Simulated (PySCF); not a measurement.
**Polarisability and C₆ of Tb⁺ (terbium, charge +1)**

[Xe] 4f9 6s1, one real determinant. All numbers are calculated (PySCF 2.14, the spin-free X2C one-electron Hamiltonian (Gaussian nucleus), in x2c-TZVPPall with one added diffuse shell each of s, p, d, f type (12s8p8d5f2g, 129 functions)). Coupled (time-dependent) response in atomic units; α is the mean over directions.

```
method  mean α (bohr³)         α xx, yy, zz  C₆ (like pair)  S(−4)
   UHF           105.4  107.2, 101.7, 107.2           982.9   9482
```

S(−4) is the Cauchy moment in α(ω) = α(0) + S(−4) ω² + …

Spin-orbit coupling is absent.

α(iu) at UHF:

| u (hartree) | α(iu) (bohr³) |
| --- | --- |
| 0 | 105.4 |
| 0.0500 | 86.42 |
| 0.100 | 57.57 |
| 0.200 | 27.45 |
| 0.300 | 16.77 |
| 0.500 | 9.534 |
| 0.750 | 6.417 |
| 1.00 | 4.848 |
| 1.50 | 3.140 |
| 2.00 | 2.220 |
| 3.00 | 1.296 |
| 5.00 | 0.6288 |

A single London oscillator, α(iu) = α/(1 + u²/ω²), gives C₆ = (3/4) ω α². Matching the computed C₆ needs ω = 4 × 982.9 / (3 × 105.4²) = 0.118 hartree.

For an ion, C₆ is the dispersion term alone; charge-induced terms of lower order in 1/R come first.

The components differ because the open shell of this determinant is not spherical; for a pure term their mean is the scalar polarisability.

⟨L²⟩ = 24.03 against 30 for a pure H term, so this real determinant mixes terms. Spin-orbit coupling, absent here, splits the open shell strongly.
